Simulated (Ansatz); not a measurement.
Reaction (ligand exchange at a Ge–C bond): `[CH3][Ge]([CH3])([CH3])[Cl]` + H₂Se → `[CH3][Ge]([CH3])([Cl])[SeH]` + CH₄

Computed with Ansatz on PBE0-D4/def2-TZVP structures; ΔE is electronic, products minus reactants. CCSD(T)/CBS is the MP2 limit (def2-TZVPP, def2-QZVPP) plus CCSD(T) − MP2 in def2-TZVPP, frozen cores. This one scheme is used for every species. DFT in def2-TZVPP. B3LYP here is the variant with VWN-RPA as its local correlation; programs differ in this. For Ge, Se outer-core shells are correlated without core-valence functions, which leaves a few kJ/mol of doubt a bond. Scalar relativity is left out up to krypton. One conformer a species, not always the lowest.

(1) Is it downhill or uphill in electronic energy at CCSD(T)/CBS, and by how much? (Best estimate.)

(2) What do these levels give: r2SCAN-D4, r2SCAN0-D4, CAM-B3LYP-D4, B3LYP, LC-ωPBE, HF/def2-SVP, HF/def2-TZVPP, HF/def2-QZVPP, SCS-MP2/def2-QZVPP, HF/CBS(def2), MP2/CBS(def2), CCSD/CBS(def2)? (Estimate.)

Largest T1 diagnostic among the species: 0.009.

Answers

(1) The calculation gave: Downhill: ΔE = -77.5 kJ/mol.

(2) Computed: r2SCAN-D4 -81.8, r2SCAN0-D4 -81.4, CAM-B3LYP-D4 -76.0, B3LYP -78.7, LC-ωPBE -71.6, HF/def2-SVP -74.8, HF/def2-TZVPP -77.8, HF/def2-QZVPP -77.3, SCS-MP2/def2-QZVPP -78.9, HF/CBS(def2) -77.2, MP2/CBS(def2) -83.5, CCSD/CBS(def2) -76.2 kJ/mol.

Leaving LDA and LC-ωPBE aside and taking each functional with its dispersion term where it has one, the values, not all of them listed here, spread over 8.7 kJ/mol, from BHLYP-D4 to ωB97X-V. LDA lies +5.1 kJ/mol from PBE without D4. At CCSD(T), def2-SVP lies +3.4 kJ/mol from the extrapolated value and def2-TZVPP +3.6 kJ/mol.
